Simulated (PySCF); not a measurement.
Compound: C6H12Si.
Numbering: `[CH2:1]=[C:2]1[CH2:3][CH2:4][Si:5]1([CH3:6])[CH3:7]`

Geometry (GFN2-xTB, Å), atoms numbered from 1 in this order:
```xyz
19
C6H12Si angstrom
C     -1.596    1.183    1.519
C     -1.096    0.354    0.620
C     -1.825   -0.698   -0.187
C     -0.643   -1.242   -1.017
Si     0.587   -0.026   -0.175
C      1.339    1.341   -1.265
C      1.919   -0.811    0.934
H     -2.644    1.185    1.782
H     -0.978    1.900    2.035
H     -2.278   -1.458    0.451
H     -2.613   -0.266   -0.804
H     -0.791   -1.113   -2.087
H     -0.463   -2.300   -0.842
H      2.100    0.941   -1.928
H      1.806    2.105   -0.652
H      0.582    1.822   -1.876
H      1.503   -1.592    1.562
H      2.368   -0.067    1.584
H      2.713   -1.250    0.338
```

Probes without a nucleus sit at each ring's centroid and 1 Å off its mean plane on both sides; NICS is minus the shielding there, NICSzz its component along the normal. Level: GIAO PBE0/pcSseg-1 (PySCF, non-relativistic, gas phase) on the GFN2-xTB geometry, one conformer.

Ring bond lengths (Å), with Mayer bond orders in brackets: C2–C3 1.512 (1.02), C3–C4 1.544 (1.01), C4–Si5 1.925 (0.90), Si5–C2 1.900 (0.82).

Problem. Give the NICS values of each ring in ppm.

Solution. 
```
        ring                                              type  NICS(0)  NICS(1), two faces  NICS(1)zz, two faces  rms pucker (Å)  centre to ring atoms, mean (Å)
C2–C3–C4–Si5  4-membered ring with Si; formal bonds all single      3.3         -0.7 / -0.7             3.1 / 3.0            0.00                            1.21
```

Problem. What do they say, and how far can they be read as aromaticity?

Solution. 
- C2–C3–C4–Si5: mean NICS(1)zz 3.0 ppm, deshielded. C3, C4, Si5 have four or more neighbours; no verdict on aromaticity is drawn.

Problem. What is the mean of the two in-plane components of NICS at the second NICS(1) probe listed for ring C2–C3–C4–Si5, 1 Å off the ring?

Solution. The isotropic value is a third of the trace: (3 × -0.7 − (3.0))/2 = -2.5 ppm.

Hardware: one thread of an Arm Neoverse N1, shared host with 64 logical CPUs at a one-minute load of 62. Cost: 67 s wall (with the writing of density and orbital grids), 0.84 GiB resident at most. This is the whole shielding run at PBE0/pcSseg-1, SCF included.
